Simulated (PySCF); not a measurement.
## Frontier orbitals and the lowest excitations

Species: 3-chlorophenol, C6H5ClO.
Numbering: `[OH:1][c:2]1[cH:3][cH:4][cH:5][c:6]([Cl:7])[cH:8]1` (hydrogens: H9 on O1; H10 on C3; H11 on C4; H12 on C5; H13 on C8)

Level of theory: PySCF, TDDFT B3LYP/def2-SVPD, vertical, gas phase, core orbitals frozen in the response. The structure is a single GFN2-xTB conformer in the gas phase; no vibrational or solvent corrections. Torsions of this conformer, `[OH:1][c:2]1[cH:3][cH:4][cH:5][c:6]([Cl:7])[cH:8]1`: H–O1–C2–C3 180°.

Frontier orbitals with the atoms that hold most of them (Löwdin shares over 4%, at most four atoms; ? is withheld):

| orbital | ε (eV) | atoms |
| --- | --- | --- |
| HOMO-3 | -9.05 | Cl7 35%, C4 17%, C3 13%, O1 11% |
| HOMO-2 | -8.77 | Cl7 80%, C6 9% |
| HOMO-1 | -7.24 | C8 27%, C4 16%, Cl7 15%, C6 13% |
| HOMO | -6.64 | ? |
| LUMO | -0.84 | ? |
| LUMO+1 | -0.44 | C2 22%, C5 21%, C6 13%, C4 11% |
| LUMO+2 | 0.00 | O1 33%, H9 24%, H13 12%, C8 9% |

Give the leading atoms of the LUMO.

C4 (bonded to 2 C and H) 19%; C6 (bonded to 2 C and Cl) 18%; C8 (bonded to 2 C and H) 18%; C3 (bonded to 2 C and H) 17%.

Give the leading atoms of the HOMO.

C5 (bonded to 2 C and H) 20%; C3 (bonded to 2 C and H) 16%; O1 (bonded to C and H) 16%; C2 (bonded to 2 C and O) 14%. By element: carbon 51% or more, oxygen 16%.

How does S1 compare with the orbital gap of 5.80 eV?

S1 is at 5.01 eV (f = 0.036), 0.79 eV below the gap, made of HOMO→LUMO (75%), HOMO-1→LUMO+1 (20%). 

Next come S2 at 5.73 eV (f 0.027), HOMO→LUMO+1 (46%), HOMO-1→LUMO (32%), HOMO→LUMO+2 (17%); S3 at 5.74 eV (f 0.0058), HOMO→LUMO+2 (79%), HOMO→LUMO+1 (10%); S4 at 6.06 eV (f 0.0003), HOMO→LUMO+3 (94%); S5 at 6.36 eV (f 0.0001), HOMO-1→LUMO+2 (86%), HOMO-1→LUMO+3 (8%).

Löwdin shares depend on the basis, the more so with diffuse functions.
